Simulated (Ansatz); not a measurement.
`S[SiH](Cl)CCl` + HI → `ClC[SiH](Cl)I` + H₂S at 600 K and 1 bar (ligand exchange at the Si–S bond).

Gas-phase electronic energies from Ansatz, PBE0-D4/def2-TZVP geometries. CBS: MP2 limit from def2 TZ/QZ plus the TZ coupled-cluster correction, frozen cores. This one scheme is used for every species. def2 core potentials past Kr. For I outer-core shells are correlated without core-valence functions, which leaves a few kJ/mol of doubt a bond. Each species was taken in one conformer, which may not be the lowest.

```tsv
species	CCSD(T)/CBS energy (Eh)	H − E (kJ/mol)	S (J/(mol·K))
`S[SiH](Cl)CCl`	-1646.95956	191.3	464.9
HI	-298.03592	31.6	227.0
`ClC[SiH](Cl)I`	-1546.03243	163.4	465.0
H₂S	-398.97279	60.8	230.9
```

H − E and S are ideal-gas, rigid-rotor, harmonic terms from PBE0-D4/def2-TZVP, for one conformer and one mirror image of each species. 1 Eh = 2625.50 kJ/mol, R = 8.31446 J/(mol·K).

Task: By hand: ΔE, ΔH, ΔS and ΔG.

Result: ΔE = (-1546.03243) + (-398.97279) − (-1646.95956) − (-298.03592) = -0.00974 Eh = -25.6 kJ/mol. Δ(H − E) = 163.4 + 60.8 − 191.3 − 31.6 = 1.3, so ΔH = -24.3 kJ/mol. ΔS = 465.0 + 230.9 − 464.9 − 227.0 = 4.0 J/(mol·K). ΔG = -24.3 − 600 × (4.0)/1000 = -26.7 kJ/mol.

Task: By hand: the equilibrium constant, and the temperature at which ΔG would vanish if ΔH and ΔS stayed fixed.

Result: log₁₀ K = −ΔG/(RT ln 10) = 2.3. ΔH and −TΔS have one sign here, so there is no such temperature.

The number of gas molecules stays the same, so ΔS is small and ΔH decides. A doubt of 5 kJ/mol in ΔE shifts log₁₀ K by 0.4 here. Other conformers and mirror images would add mixing entropy, several J/(mol·K) or more a flexible species. Modes under 60 cm⁻¹, often nearly free rotors, make the harmonic entropy too high. These are equilibria of isolated gas molecules and say nothing of rates. Largest T1 diagnostic: 0.010 (customary marks: 0.02 for closed shells, 0.045 for open ones).

ΔS is within the doubt of such terms, so its sign, and with it that verdict, could turn.
